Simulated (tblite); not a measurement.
Record of a relaxation.

Species: C5H14GeSi.
Bonds: Si1–Ge2, Ge2–C3, C3–C4, C4–C5, C5–C6, C6–C7, C3–C7. Hydrogens: H8, H9, H10 on Si1; H11, H12 on Ge2; H13 on C3; H14, H15 on C4; H16, H17 on C5; H18, H19 on C6; H20, H21 on C7.

Computed with GFN2-xTB (tblite), gas phase: L-BFGS steps from a force-field or distance-geometry start until the largest atomic force falls under 0.01 eV/Å. 5 of its 133 geometries are shown.

Step 0: E = -584.7620 eV, largest atomic force 2.066 eV/Å
```
atom  x, y, z in Å  |  force x, y, z in eV/Å
Si1     3.197    0.471   -0.191   -0.238   0.330   0.075
Ge2     1.568   -1.157    0.051    1.501  -0.714  -0.053
C3     -0.040   -0.254    0.595    0.174   0.484   0.534
C4     -1.271   -1.115    0.569   -0.006  -1.145   1.720
C5     -2.400   -0.134    0.487   -1.156   0.196   0.103
C6     -1.857    1.045   -0.318   -0.997   0.200   0.001
C7     -0.351    0.914   -0.335    0.373   0.820   0.320
H8      3.269    0.919   -1.581    0.188   0.033   0.012
H9      2.742    1.627    0.612    0.202  -0.090  -0.120
H10     4.462    0.012    0.353    0.228   0.058  -0.067
H11     2.095   -2.137    1.160   -0.471   0.134  -0.513
H12     1.376   -1.990   -1.238   -0.149   0.077   0.491
H13     0.111    0.163    1.621   -0.173  -0.299  -0.525
H14    -1.235   -1.860   -0.236   -0.185   0.312   0.057
H15    -1.342   -1.657    1.555    0.078   0.014  -0.964
H16    -3.284   -0.569   -0.014    0.191   0.208   0.461
H17    -2.680    0.240    1.502    0.074  -0.522  -0.641
H18    -2.241    0.948   -1.341   -0.091   0.607   0.284
H19    -2.188    1.957    0.213    0.095  -0.139  -0.851
H20    -0.035    0.737   -1.367    0.293   0.026   0.194
H21     0.095    1.855    0.058    0.069  -0.591  -0.518
```

Step 33: E = -585.1939 eV, largest atomic force 0.064 eV/Å
```
atom  x, y, z in Å  |  force x, y, z in eV/Å
Si1     3.336    0.518   -0.164    0.009  -0.002   0.000
Ge2     1.659   -1.087    0.156    0.045  -0.010   0.003
C3     -0.070   -0.247    0.650   -0.039  -0.017  -0.017
C4     -1.300   -1.143    0.565   -0.062   0.007  -0.014
C5     -2.454   -0.142    0.534   -0.006   0.026  -0.008
C6     -1.933    1.028   -0.314    0.003   0.015   0.004
C7     -0.402    0.881   -0.332   -0.008   0.018  -0.013
H8      3.406    0.879   -1.583    0.010   0.014   0.047
H9      2.997    1.721    0.604    0.045  -0.025  -0.033
H10     4.660    0.059    0.257   -0.036   0.003  -0.001
H11     1.972   -2.200    1.136   -0.008   0.014   0.012
H12     1.358   -1.864   -1.108    0.005  -0.029  -0.008
H13    -0.019    0.161    1.664    0.023   0.026  -0.018
H14    -1.284   -1.715   -0.365    0.026  -0.011   0.010
H15    -1.374   -1.838    1.401    0.016  -0.025  -0.007
H16    -3.368   -0.571    0.124    0.011  -0.002   0.024
H17    -2.664    0.203    1.549   -0.016  -0.025   0.001
H18    -2.331    0.980   -1.329   -0.005  -0.014   0.017
H19    -2.233    1.985    0.110   -0.024  -0.001   0.015
H20    -0.073    0.602   -1.337    0.009  -0.002  -0.006
H21     0.106    1.807   -0.064    0.003   0.039  -0.006
```

Step 66: E = -585.2054 eV, largest atomic force 0.026 eV/Å
```
atom  x, y, z in Å  |  force x, y, z in eV/Å
Si1     3.416    0.483   -0.150   -0.011   0.005   0.000
Ge2     1.667   -1.046    0.156   -0.008   0.024  -0.006
C3     -0.082   -0.206    0.596    0.004   0.008   0.012
C4     -1.288   -1.137    0.526    0.011  -0.006   0.010
C5     -2.467   -0.167    0.551   -0.003  -0.009  -0.003
C6     -2.000    1.029   -0.292   -0.005   0.001   0.001
C7     -0.466    0.913   -0.376    0.010   0.006   0.007
H8      3.516    0.880   -1.555   -0.004   0.001   0.001
H9      3.167    1.688    0.643    0.010  -0.004  -0.003
H10     4.704   -0.075    0.258    0.005  -0.005   0.006
H11     1.944   -2.088    1.220   -0.010  -0.004   0.006
H12     1.414   -1.915   -1.058   -0.004   0.002  -0.014
H13    -0.032    0.211    1.607    0.003  -0.004   0.006
H14    -1.273   -1.687   -0.418   -0.012  -0.008   0.008
H15    -1.315   -1.856    1.345    0.003  -0.001  -0.004
H16    -3.382   -0.612    0.163    0.000  -0.009  -0.004
H17    -2.653    0.147    1.580   -0.001   0.001  -0.016
H18    -2.439    0.993   -1.289   -0.003  -0.006  -0.003
H19    -2.304    1.970    0.166    0.008   0.004   0.006
H20    -0.169    0.638   -1.391   -0.008  -0.002   0.000
H21     0.030    1.852   -0.127    0.016   0.006  -0.013
```

Step 99: E = -585.2087 eV, largest atomic force 0.016 eV/Å
```
atom  x, y, z in Å  |  force x, y, z in eV/Å
Si1     3.471    0.466   -0.127   -0.005   0.000   0.009
Ge2     1.665   -1.002    0.150   -0.009   0.003  -0.006
C3     -0.085   -0.163    0.591    0.001  -0.002   0.003
C4     -1.267   -1.126    0.561   -0.001   0.000   0.005
C5     -2.482   -0.199    0.531   -0.001   0.005  -0.003
C6     -2.029    1.034   -0.273    0.005   0.004   0.000
C7     -0.502    0.908   -0.416    0.006  -0.008  -0.002
H8      3.568    0.898   -1.522    0.000   0.002   0.002
H9      3.293    1.660    0.703   -0.001  -0.004   0.002
H10     4.736   -0.165    0.248   -0.004   0.004  -0.001
H11     1.906   -2.082    1.185    0.000   0.006  -0.003
H12     1.403   -1.831   -1.093   -0.003   0.001   0.008
H13    -0.035    0.290    1.587    0.009  -0.003  -0.003
H14    -1.231   -1.726   -0.352    0.004   0.007   0.000
H15    -1.278   -1.803    1.415   -0.004  -0.004  -0.004
H16    -3.353   -0.680    0.087    0.002   0.003   0.002
H17    -2.745    0.094    1.549    0.006  -0.003  -0.004
H18    -2.505    1.062   -1.253   -0.003  -0.002   0.010
H19    -2.297    1.952    0.250    0.004  -0.001   0.000
H20    -0.253    0.573   -1.427   -0.003   0.002  -0.005
H21     0.009    1.857   -0.243   -0.004  -0.012  -0.010
```

Step 132: E = -585.2119 eV, largest atomic force 0.007 eV/Å
```
atom  x, y, z in Å  |  force x, y, z in eV/Å
Si1     3.476    0.479   -0.070    0.002   0.001  -0.003
Ge2     1.671   -1.002    0.116    0.000  -0.006   0.002
C3     -0.074   -0.151    0.543   -0.002  -0.002  -0.001
C4     -1.255   -1.114    0.600   -0.003   0.000   0.000
C5     -2.484   -0.201    0.524   -0.001  -0.002   0.001
C6     -2.021    1.058   -0.234    0.000  -0.003   0.000
C7     -0.528    0.848   -0.517    0.001  -0.001  -0.002
H8      3.570    1.017   -1.428   -0.005  -0.002  -0.001
H9      3.297    1.606    0.847    0.002  -0.003   0.001
H10     4.744   -0.175    0.251    0.000   0.002   0.002
H11     1.887   -2.095    1.143    0.001   0.006   0.000
H12     1.427   -1.817   -1.138   -0.001   0.003  -0.001
H13     0.002    0.368    1.505   -0.004   0.003  -0.002
H14    -1.226   -1.776   -0.269    0.000   0.001   0.004
H15    -1.250   -1.732    1.498    0.001  -0.001  -0.001
H16    -3.317   -0.694    0.023    0.001   0.001   0.000
H17    -2.813    0.064    1.530    0.000  -0.001  -0.001
H18    -2.582    1.202   -1.157   -0.002   0.003   0.003
H19    -2.168    1.946    0.383    0.002  -0.002  -0.001
H20    -0.399    0.405   -1.508    0.004   0.002  -0.005
H21     0.036    1.781   -0.487    0.004   0.002   0.003
```

**Question.** Summarise the path.

**Answer.** The energy falls by 43.41 kJ/mol from step 0 to step 132; nine tenths of that is first reached at step 17. It falls at every step. The largest force goes from 2.066 to 0.007 eV/Å. Among the bonds Ge2–C3 changes most, from 1.923 to 1.987 Å; the atoms move by 0.304 Å rms after alignment.

What follows is the cost of the whole relaxation. The run took 1.8 s wall on an Arm Neoverse N1 with one thread, no GPU, shared host with 64 logical CPUs at a one-minute load of 52.
